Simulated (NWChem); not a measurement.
## Correlation energy of ammonia borane (H6BN)

```
N
H 1 1.0228
H 1 1.0228 2 107.60
H 1 1.0228 2 107.60 3 -115.67
B 1 1.6538 2 111.29 3 122.16
H 5 1.2226 1 105.09 2 180.00
H 5 1.2226 6 113.48 1 114.27
H 5 1.2226 6 113.48 7 131.47
```
Charge 0, spin multiplicity 1.

Everything below was run with NWChem. All single points use one geometry, from B3LYP/def2-SVP, a minimum by its harmonic frequencies.

Basis set: STO-3G. Each correlation energy counts from its own Hartree-Fock reference.

The correlated methods keep 2 core orbitals frozen. Coupled-cluster values serve here as a point of comparison, not as the truth.

Task: Order these methods by the correlation energy they give, lowest first: MP2, SCS-MP2, CR-CCSD[T].

Result: CR-CCSD[T] (-136.9 mHa), SCS-MP2 (-114.2 mHa), MP2 (-101.3 mHa)
